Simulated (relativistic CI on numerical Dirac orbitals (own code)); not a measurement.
## Ag2+: 3d photoemission

Computed with this model: Dirac-Coulomb-Breit CI, KLI orbitals optimised for each configuration, QED by a radiative potential, valence Slater integrals scaled by 0.9, multiplet model of photoemission in the sudden approximation; configurations [Kr] 4d9 → [Ar] 3d9 4s2 4p6 4d9; 300 K; Lorentzian 0.3 eV and Gaussian 0.5 eV FWHM. Energies are those of the free ion, without screening or charge transfer. The energies are binding energies and can lie tens of eV above those of solids. S is read from ⟨S²⟩ = S(S + 1).

Field parameters in Wybourne normalisation: D3d B²₀ = −7Dσ, B⁴₀ = −14Dq − 21Dτ, B⁴₃ = −14√(10/7) Dq; Oh B⁴₀ = 21Dq, B⁴₄ = √(5/14) B⁴₀; Td as Oh with Dq negative (B⁴₀ = 21Dq, B⁴₄ = √(5/14) B⁴₀). The field is a parameter set, without covalency.

free ion: ground-state S = 0.50, centroid 402.19 eV. Peaks (eV, height): 398.7 (100), 400.3 (34), 401.0 (50), 403.2 (8), 405.6 (48), 406.7 (77).

Td, 10Dq = -10150 cm⁻¹: ground-state S = 0.50, centroid 402.19 eV. Peaks (eV, height): 398.9 (100), 400.3 (37), 401.6 (39), 403.9 (6), 406.1 (89), 406.9 (50).

D3d, 10Dq = 13300, Dσ = 1060, Dτ = 20 cm⁻¹: ground-state S = 0.50, centroid 402.21 eV. Peaks (eV, height): 399.1 (100), 401.0 (26), 402.0 (22), 405.7 (81), 407.0 (35).

Oh, 10Dq = 29950 cm⁻¹: ground-state S = 0.50, centroid 402.22 eV. Peaks (eV, height): 399.5 (100), 400.7 (25), 403.1 (12), 403.8 (14), 406.0 (73), 407.2 (26).

Oh, 10Dq = 21550 cm⁻¹: ground-state S = 0.50, centroid 402.22 eV. Peaks (eV, height): 399.4 (100), 400.7 (26), 402.0 (12), 402.8 (14), 405.8 (81), 407.1 (28), 408.5 (8).

Td, 10Dq = -14800 cm⁻¹: ground-state S = 0.50, centroid 402.19 eV. Peaks (eV, height): 398.9 (100), 400.3 (41), 402.2 (28), 406.2 (95).

Strongest unbroadened transitions for Td, 10Dq = -10150 cm⁻¹:

| Energy (eV) | Relative strength |
| --- | --- |
| 398.35 | 93.9 |
| 398.59 | 53.3 |
| 398.96 | 100.0 |
| 399.22 | 21.6 |
| 399.27 | 20.1 |
| 400.17 | 24.0 |
| 400.65 | 14.0 |
| 401.50 | 18.4 |
| 401.56 | 16.4 |
| 401.75 | 20.5 |
| 402.17 | 33.3 |
| 405.32 | 21.4 |
| 405.90 | 54.8 |
| 406.18 | 67.5 |
| 406.23 | 50.1 |
| 406.92 | 48.4 |
| 407.02 | 20.4 |
| 407.44 | 17.8 |
